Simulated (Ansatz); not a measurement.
`CC(F)C[SiH3]` → `FCC[SiH3]` + `[CH2]` (triplet) at 700 K and 1 bar (formal loss of a carbene).

Gas-phase electronic energies from Ansatz, PBE0-D4/def2-TZVP geometries. CCSD(T)/CBS is the MP2 limit (def2-TZVPP, def2-QZVPP) plus CCSD(T) − MP2 in def2-TZVPP, frozen cores. This one scheme is used for every species. Triplets are unrestricted, without spin–orbit coupling. One conformer a species, not always the lowest.

| species | CCSD(T)/CBS energy (Eh) | H − E (kJ/mol) | S (J/(mol·K)) |
| --- | --- | --- | --- |
| `CC(F)C[SiH3]` | -508.44566 | 380.2 | 485.0 |
| `FCC[SiH3]` | -469.17718 | 289.6 | 428.1 |
| `[CH2]` (triplet) | -39.09499 | 70.4 | 226.8 |

H − E and S are ideal-gas, rigid-rotor, harmonic terms from PBE0-D4/def2-TZVP, for one conformer and one mirror image of each species, with the whole ground term of open shells counted as degenerate. 1 Eh = 2625.50 kJ/mol, R = 8.31446 J/(mol·K).

Q: By hand: ΔE, ΔH, ΔS and ΔG.

A: ΔE = (-469.17718) + (-39.09499) − (-508.44566) = 0.17349 Eh = 455.5 kJ/mol. Δ(H − E) = 289.6 + 70.4 − 380.2 = -20.2, so ΔH = 435.3 kJ/mol. ΔS = 428.1 + 226.8 − 485.0 = 169.9 J/(mol·K). ΔG = 435.3 − 700 × (169.9)/1000 = 316.4 kJ/mol.

Q: By hand: the equilibrium constant, and the temperature at which ΔG would vanish if ΔH and ΔS stayed fixed.

A: log₁₀ K = −ΔG/(RT ln 10) = -23.6. ΔG = 0 at ΔH/ΔS = 2562 K, far beyond where these terms or the molecules hold.

The number of gas molecules changes by +1, which sets the sign of ΔS. A doubt of 5 kJ/mol in ΔE shifts log₁₀ K by 0.4 here. Other conformers and mirror images would add mixing entropy, several J/(mol·K) or more a flexible species. A triplet takes part, so the spin changes. These are equilibria of isolated gas molecules and say nothing of rates. Largest T1 diagnostic: 0.011 (customary marks: 0.02 for closed shells, 0.045 for open ones).
